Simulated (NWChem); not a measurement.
# CH6SSi; SMILES CS[SiH3]

Computed with NWChem. All runs use the structure optimised with PBE0/def2-SVP. Total energies compare along this basis series because the functional is fixed.

```csv
level,basis functions,energy (Ha),highest occupied level (eV),orbital gap (eV),dipole (D),relative time
Hartree-Fock/def2-SVP,80,-727.5920,-9.70,13.62,1.57,1
Hartree-Fock/def2-SVPD,119,-727.6022,-9.73,12.18,1.61,3
Hartree-Fock/def2-TZVP,141,-727.8790,-9.72,12.85,1.54,5
Hartree-Fock/def2-TZVPP,199,-727.8806,-9.72,12.86,1.54,5
```

The last column is a rough cost ratio, cheapest run = 1.
